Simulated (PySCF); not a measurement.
**Excitation energy of As by level of theory**

As [Ar] 3d10 4s2 4p3 (4S) → As [Ar] 3d10 4s1 4p4 (4P), as a difference of total energies. All numbers are calculated (PySCF 2.14, no relativity, point nucleus, in dyall-av2z (16s12p8d, 92 functions)). Correlated levels: valence: [Ar] 3d10 frozen; virtual orbitals above 40 to 60 times the deepest correlated orbital energy dropped. The calculations carry no spin-orbit coupling.

```tsv
method	excitation energy (eV)
UHF	8.215
LDA	8.806
PBE	8.668
PBE0	8.615
r2SCAN	8.372
HSE06	8.650
M06-2X	8.293
revPBE	8.543
r2SCAN0	8.387
MP2 (valence)	8.261
SCS-MP2 (valence)	8.265
```

Q: How much does correlation contribute at MP2 (valence)?

A: 8.261 − (8.215) = 0.046 eV, measured against UHF.

A first-order spin-orbit estimate (lowest level to lowest level, LS coupling) adds -0.080 eV.
